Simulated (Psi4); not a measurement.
The standard entropy of TiNH2Cl3 (SMILES [NH2][Ti]([Cl])([Cl])[Cl]) from a frequency calculation

A singlet with charge 0, relaxed at B3LYP-D3(BJ)/def2-SVP (density fitting) (Psi4 1.11):

```xyz
7

N    -0.6691    0.4768    0.8068
Ti    0.4209   -0.2744   -0.4625
Cl    1.9285   -1.4446    0.6091
Cl   -0.7825   -1.6012   -1.7380
Cl    1.2277    1.3705   -1.6611
H    -1.2005    1.3365    0.6685
H    -0.8564    0.0613    1.7194
```

Harmonic wavenumbers in cm⁻¹: 74, 110, 141, 173, 176, 197, 394, 439, 451, 494, 550, 757, 1459, 3516, 3623.

Masses in u: N 14.007, Ti 47.867, Cl 35.45, H 1.008. Take T = 298.15 K, p = 1 bar, R = 8.3145 J/(mol K), kT/hc = 207.22 cm⁻¹, rigid rotor and harmonic oscillator.

Problem. Compute the standard molar entropy.

Solution. 
1. Translation (Sackur–Tetrode): S = R[3/2 ln M + 5/2 ln T − 1.1517] with M = 170.24 gives 172.9 J/(mol K).
2. Rotation: principal moments 320.141, 337.625, 466.434 u Å² give A, B, C = 0.0527, 0.0499, 0.0361 cm⁻¹; the symmetry number is σ = 1; q = (√π/σ)√((kT/hc)³/ABC) = 542642; S = R(ln q + 3/2) = 122.3.
3. Vibration: with u = ν̃/207.22, each mode gives R[u/(eᵘ − 1) − ln(1 − e⁻ᵘ)]; the sum is 88.4, most from 74 cm⁻¹ (16.9), 110 cm⁻¹ (13.7), 141 cm⁻¹ (11.7).
4. Spin: R ln 1 = 0.0.
5. Sum: 172.9 + 122.3 + 88.4 + 0.0 = 383.6 J/(mol K).

No measured value is set beside it here. Where a soft mode is a torsion, a harmonic oscillator describes it poorly.
